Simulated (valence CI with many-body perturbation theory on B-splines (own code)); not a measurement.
## E1 line list for Tb⁵²⁺

Computed by configuration interaction combined with many-body perturbation theory (CI+MBPT): three valence electrons over a frozen Dirac-Fock core [Ne], radial functions for each j: 11 s, 11 p, 10 d, 8 f, 5 g, 2 h, with the one-electron correlation potential Σ1 (screened to all orders), the two-electron term Σ2, the three-electron term Σ3, Breit, model QED; selected single and double excitations, second order for the rest, scaled by the run's own slope (own B-spline code, finite nucleus).

The last digits are not significant, and no measured levels were compared; by estimate large intervals hold to a few tenths of a per cent, small ones and those within an open d or f shell to about a per cent.

Lines 201 to 250 of 584 in falling wavelength, among levels below 2385.8 eV, chosen from the strongest by gf and those to the six lowest levels. Wavelengths and rates use the calculated energies. Electric multipoles are in the length gauge with retardation, E1 and E2 with the static RPA response of the core. Weak lines are less certain than strong ones. Lines between different terms over intervals too small for the method are left out, as are lines whose strength nearly cancels. Where a level lies close to another of its J and parity, the split of strength between their lines is uncertain. The highest levels of a list are the least certain.

Levels are named by their leading jj configuration (3d3/2^4 stands for four electrons in 3d with j = 3/2), which in mixed levels can hold well under half, so a name can repeat and another be missing. Letters in brackets count levels of one name in rising energy.

```tsv
λ vac (Å)	Upper	Lower	A (s⁻¹)	S (a.u.)
50.81	(3s 3p1/2 3d5/2) J=5/2 [b]	(3s 3p1/2 3p3/2) J=5/2	4.90e+10	1.90e-02
50.57	(3d3/2 3d5/2^2) J=9/2	(3p3/2 3d3/2 3d5/2) J=9/2 [a]	1.03e+11	6.57e-02
50.33	(3d3/2 3d5/2^2) J=5/2 [b]	(3p3/2 3d3/2 3d5/2) J=5/2 [b]	9.06e+10	3.42e-02
50.22	(3s 3d5/2^2) J=5/2	(3s 3p3/2 3d5/2) J=5/2 [a]	2.49e+11	9.35e-02
49.90	(3s 3d5/2^2) J=3/2	(3s 3p3/2 3d5/2) J=3/2 [a]	1.28e+11	3.15e-02
49.86	(3s 3p1/2 3d5/2) J=3/2	(3s 3p1/2 3p3/2) J=5/2	2.05e+10	5.02e-03
49.86	(3d5/2^3) J=3/2	(3p3/2 3d5/2^2) J=5/2 [a]	1.60e+11	3.91e-02
49.33	(3s 3d3/2 3d5/2) J=7/2 [b]	(3s 3p3/2 3d3/2) J=7/2	4.66e+10	2.21e-02
49.12	(3s 3d5/2^2) J=7/2	(3s 3p3/2 3d5/2) J=5/2 [a]	3.64e+10	1.70e-02
48.82	(3s 3p3/2 3d5/2) J=7/2 [b]	(3s 3p3/2^2) J=5/2	2.12e+11	9.75e-02
48.75	(3p3/2 3d5/2^2) J=9/2	(3p3/2^2 3d3/2) J=7/2	4.65e+10	2.66e-02
48.70	(3s 3d3/2 3d5/2) J=5/2 [b]	(3s 3p3/2 3d3/2) J=5/2 [a]	6.87e+10	2.35e-02
48.51	(3s 3d5/2^2) J=9/2	(3s 3p3/2 3d5/2) J=9/2	1.18e+11	6.65e-02
48.17	(3p3/2 3d5/2^2) J=7/2 [b]	(3p3/2^2 3d5/2) J=7/2	1.73e+11	7.64e-02
47.87	(3s 3p1/2 3d5/2) J=5/2 [b]	(3s 3p1/2 3p3/2) J=3/2 [a]	6.50e+09	2.11e-03
47.79	(3d5/2^3) J=5/2	(3p3/2 3d5/2^2) J=7/2 [a]	5.88e+10	1.90e-02
47.31	(3p3/2 3d5/2^2) J=3/2 [b]	(3p3/2^2 3d5/2) J=1/2	1.24e+11	2.60e-02
47.03	(3s 3p1/2 3d5/2) J=3/2	(3s 3p1/2 3p3/2) J=3/2 [a]	4.51e+10	9.26e-03
45.35	(3p3/2^2 3d3/2) J=7/2	(3s 3p3/2 3d5/2) J=5/2 [b]	5.39e+10	1.99e-02
45.32	(3s 3p3/2 3d5/2) J=5/2 [b]	(3s 3p3/2^2) J=5/2	5.67e+10	1.56e-02
41.80	(3p3/2 3d3/2^2) J=7/2	(3s 3d3/2 3d5/2) J=5/2 [a]	4.87e+10	1.40e-02
41.68	(3p3/2^2 3d5/2) J=7/2	(3s 3p3/2 3d5/2) J=5/2 [b]	2.30e+11	6.56e-02
41.17	(3p3/2^2 3d3/2) J=5/2	(3s 3p3/2 3d5/2) J=3/2 [a]	8.15e+10	1.68e-02
40.40	(3p3/2 3d3/2 3d5/2) J=7/2 [a]	(3s 3d3/2 3d5/2) J=7/2 [b]	6.56e+10	1.71e-02
40.23	(3s 3p1/2 3p3/2) J=3/2 [a]	(3s^2 3p1/2) J=1/2	3.21e+09	4.12e-04
39.84	(3p3/2 3d5/2^2) J=5/2 [a]	(3s 3d5/2^2) J=3/2	1.74e+11	3.25e-02
39.73	(3p3/2^2 3d5/2) J=1/2	(3s 3p3/2 3d5/2) J=3/2 [b]	4.31e+11	2.66e-02
39.68	(3p3/2 3d3/2 3d5/2) J=5/2 [d]	(3s 3d5/2^2) J=5/2	1.26e+11	2.33e-02
39.52	(3p3/2 3d3/2 3d5/2) J=9/2 [b]	(3s 3d5/2^2) J=9/2	1.17e+11	3.58e-02
39.35	(3p3/2^2 3d5/2) J=9/2	(3s 3p3/2 3d5/2) J=7/2 [b]	6.56e+11	1.97e-01
39.29	(3s 3p3/2 3d5/2) J=5/2 [a]	(3s^2 3d5/2) J=5/2	1.72e+11	3.09e-02
39.17	(3p3/2 3d5/2^2) J=7/2 [a]	(3s 3d5/2^2) J=7/2	1.21e+11	2.86e-02
39.12	(3p3/2^2 3d3/2) J=7/2	(3s 3p3/2 3d5/2) J=5/2 [a]	8.20e+10	1.94e-02
39.10	(3p3/2^2 3d5/2) J=7/2	(3s 3p3/2 3d5/2) J=7/2 [b]	1.47e+11	3.47e-02
39.06	(3p3/2 3d3/2 3d5/2) J=3/2 [a]	(3s 3d3/2 3d5/2) J=3/2 [b]	1.80e+11	2.11e-02
39.04	(3p3/2 3d5/2^2) J=5/2 [a]	(3s 3d5/2^2) J=7/2	1.40e+11	2.46e-02
39.01	(3p3/2^2 3d3/2) J=1/2	(3s 3p3/2 3d3/2) J=1/2 [b]	5.41e+11	3.17e-02
39.00	(3p3/2^2 3d3/2) J=5/2	(3s 3p3/2 3d3/2) J=5/2 [b]	7.84e+10	1.38e-02
38.88	(3p3/2 3d5/2^2) J=9/2	(3s 3d5/2^2) J=7/2	1.36e+11	3.96e-02
38.82	(3s 3d3/2^2) J=3/2	(3s 3p1/2 3d5/2) J=3/2	1.12e+11	1.29e-02
38.74	(3p3/2 3d3/2 3d5/2) J=5/2 [b]	(3s 3d3/2 3d5/2) J=5/2 [b]	2.53e+11	4.35e-02
38.69	(3s 3p3/2^2) J=5/2	(3s^2 3p3/2) J=3/2	3.01e+11	5.16e-02
38.69	(3p1/2 3p3/2 3d5/2) J=3/2 [a]	(3s 3p1/2 3d5/2) J=3/2	1.79e+11	2.05e-02
38.59	(3p3/2 3d3/2 3d5/2) J=11/2	(3s 3d3/2 3d5/2) J=9/2	6.69e+11	2.28e-01
38.49	(3p3/2 3d5/2^2) J=7/2 [a]	(3s 3d5/2^2) J=5/2	3.83e+11	8.62e-02
38.47	(3p1/2 3p3/2^2) J=3/2	(3s 3p1/2 3p3/2) J=1/2	4.68e+11	5.26e-02
38.37	(3p3/2 3d5/2^2) J=5/2 [a]	(3s 3d5/2^2) J=5/2	1.35e+11	2.25e-02
38.34	(3p3/2^2 3d3/2) J=7/2	(3s 3p3/2 3d3/2) J=5/2 [b]	8.69e+11	1.93e-01
38.33	(3p3/2 3d3/2 3d5/2) J=7/2 [b]	(3s 3d3/2 3d5/2) J=7/2 [b]	2.90e+11	6.44e-02
38.33	(3p3/2 3d3/2 3d5/2) J=7/2 [b]	(3s 3d3/2 3d5/2) J=5/2 [b]	3.00e+11	6.68e-02
```
